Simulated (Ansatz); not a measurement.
Ru2F6, 8 atoms. Hardware: 4 threads of AMD EPYC 9R45 on a shared host.

In the def2 sets Ru takes a core potential; there is no spin–orbit coupling. Correlated methods freeze 6 core orbitals; core or outer-core shells of Ru are correlated, in sets that lack core-valence functions.

(1) How many basis functions does each of these Ansatz runs have, and roughly what does it cost? PBE0-D4/def2-TZVP, charge 0 singlet, energy, from earlier orbitals; MP2/def2-TZVP, charge 0 singlet, energy, from earlier orbitals; PBE0-D4/def2-SVP, charge 0 singlet, energy, from earlier orbitals; PBE-D4/def2-TZVP, charge 0 singlet, energy and forces, from earlier orbitals; PBE-D4/def2-SVP, charge 0 singlet, energy, from earlier orbitals; PBE0-D4/def2-SVP, charge 0 singlet, energy with a search over starts; r2SCAN-D4/def2-TZVP, charge 0 singlet, energy, from earlier orbitals; B97M-V/def2-TZVP, charge 0 singlet, energy, from earlier orbitals; LDA (SPW92)/def2-TZVP, charge 0 singlet, energy, from earlier orbitals; revPBE-D4/def2-TZVP, charge 0 singlet, energy, from earlier orbitals; CCSD(T)/def2-SVP, charge 0 singlet, energy, from earlier orbitals; PBE0-D4/def2-SVP, charge 0 singlet, relaxation, 48 steps.

## Answers

(1) Other jobs shared the machine, so times can vary by a factor of up to 3. A dash marks memory too small to be measured apart from the calling script's.

```json
{"run": "LDA (SPW92)/def2-TZVP, charge 0 singlet, energy, from earlier orbitals", "functions": "266", "fitting or Cholesky vectors": "1644", "wall time": "0.9 s", "peak host memory (GiB)": "–"}
{"run": "PBE-D4/def2-SVP, charge 0 singlet, energy, from earlier orbitals", "functions": "146", "fitting or Cholesky vectors": "1486", "wall time": "0.95 s", "peak host memory (GiB)": "–"}
{"run": "PBE0-D4/def2-SVP, charge 0 singlet, energy, from earlier orbitals", "functions": "146", "fitting or Cholesky vectors": "1420", "wall time": "1.3 s", "peak host memory (GiB)": "–"}
{"run": "revPBE-D4/def2-TZVP, charge 0 singlet, energy, from earlier orbitals", "functions": "266", "fitting or Cholesky vectors": "1644", "wall time": "1.3 s", "peak host memory (GiB)": "–"}
{"run": "PBE-D4/def2-TZVP, charge 0 singlet, energy and forces, from earlier orbitals", "functions": "266", "fitting or Cholesky vectors": "1644", "wall time": "1.7 s", "peak host memory (GiB)": "–"}
{"run": "r2SCAN-D4/def2-TZVP, charge 0 singlet, energy, from earlier orbitals", "functions": "266", "fitting or Cholesky vectors": "1644", "wall time": "2.5 s", "peak host memory (GiB)": "–"}
{"run": "PBE0-D4/def2-TZVP, charge 0 singlet, energy, from earlier orbitals", "functions": "266", "fitting or Cholesky vectors": "1692", "wall time": "2.5 s", "peak host memory (GiB)": "0.95"}
{"run": "PBE0-D4/def2-SVP, charge 0 singlet, energy with a search over starts", "functions": "146", "fitting or Cholesky vectors": "1420", "wall time": "2.5 s", "peak host memory (GiB)": "–"}
{"run": "B97M-V/def2-TZVP, charge 0 singlet, energy, from earlier orbitals", "functions": "266", "fitting or Cholesky vectors": "1644", "wall time": "4.3 s", "peak host memory (GiB)": "0.55"}
{"run": "MP2/def2-TZVP, charge 0 singlet, energy, from earlier orbitals", "functions": "266", "fitting or Cholesky vectors": "1976", "wall time": "5.5 s", "peak host memory (GiB)": "0.91"}
{"run": "CCSD(T)/def2-SVP, charge 0 singlet, energy, from earlier orbitals", "functions": "146", "fitting or Cholesky vectors": "1420", "wall time": "49 s", "peak host memory (GiB)": "1.9"}
{"run": "PBE0-D4/def2-SVP, charge 0 singlet, relaxation, 48 steps", "functions": "146", "fitting or Cholesky vectors": "1568", "wall time": "81 s", "peak host memory (GiB)": "–"}
```
